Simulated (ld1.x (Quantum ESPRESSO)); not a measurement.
# An all-electron radial function and its pseudo partner (Er (Z = 68))

Columns: radius, all-electron u(r) and pseudo u(r) of the 5d shell (level -8.39 eV) of erbium in the configuration [Xe] 4f11 5d1 6s1 6p0; LDA (PZ), scalar-relativistic, TM scheme, ld1.x (Quantum ESPRESSO) 7.5.

```json
{"r (bohr)": "0.210", "all-electron": "0.0640", "pseudo": "0.0064"}
{"r (bohr)": "0.420", "all-electron": "-0.2690", "pseudo": "0.0469"}
{"r (bohr)": "0.630", "all-electron": "-0.1253", "pseudo": "0.1379"}
{"r (bohr)": "0.840", "all-electron": "0.1506", "pseudo": "0.2695"}
{"r (bohr)": "1.050", "all-electron": "0.3782", "pseudo": "0.4117"}
{"r (bohr)": "1.260", "all-electron": "0.5284", "pseudo": "0.5323"}
{"r (bohr)": "1.470", "all-electron": "0.6138", "pseudo": "0.6128"}
{"r (bohr)": "1.680", "all-electron": "0.6529", "pseudo": "0.6525"}
{"r (bohr)": "1.890", "all-electron": "0.6608", "pseudo": "0.6608"}
{"r (bohr)": "2.100", "all-electron": "0.6485", "pseudo": "0.6485"}
{"r (bohr)": "2.310", "all-electron": "0.6234", "pseudo": "0.6234"}
{"r (bohr)": "2.520", "all-electron": "0.5907", "pseudo": "0.5907"}
{"r (bohr)": "2.730", "all-electron": "0.5538", "pseudo": "0.5538"}
{"r (bohr)": "2.940", "all-electron": "0.5149", "pseudo": "0.5149"}
{"r (bohr)": "3.150", "all-electron": "0.4756", "pseudo": "0.4756"}
{"r (bohr)": "3.360", "all-electron": "0.4368", "pseudo": "0.4368"}
{"r (bohr)": "3.570", "all-electron": "0.3991", "pseudo": "0.3991"}
{"r (bohr)": "3.780", "all-electron": "0.3632", "pseudo": "0.3632"}
{"r (bohr)": "3.990", "all-electron": "0.3291", "pseudo": "0.3291"}
{"r (bohr)": "4.200", "all-electron": "0.2972", "pseudo": "0.2972"}
{"r (bohr)": "4.410", "all-electron": "0.2674", "pseudo": "0.2674"}
{"r (bohr)": "4.620", "all-electron": "0.2399", "pseudo": "0.2399"}
{"r (bohr)": "4.830", "all-electron": "0.2146", "pseudo": "0.2146"}
{"r (bohr)": "5.040", "all-electron": "0.1914", "pseudo": "0.1914"}
{"r (bohr)": "5.250", "all-electron": "0.1703", "pseudo": "0.1703"}
{"r (bohr)": "5.460", "all-electron": "0.1512", "pseudo": "0.1512"}
```

(1) How many radial nodes do the two functions have?

(2) At about which radius was the pseudo-wave matched?

(3) Is the pseudo-wave norm-conserving?

Results:

(1) The all-electron 5d function has n − l − 1 = 2; the pseudo-wave has 0, since the states of the same l below it are removed with the core.

(2) 2.15 bohr. The columns agree to 0.0005 from 1.68 bohr on; several derivatives are matched, so the curves merge somewhat inside the radius.

(3) Yes: the TM scheme keeps the norm inside the radius equal to the all-electron one, which fixes the energy derivative of the logarithmic derivative at the level.
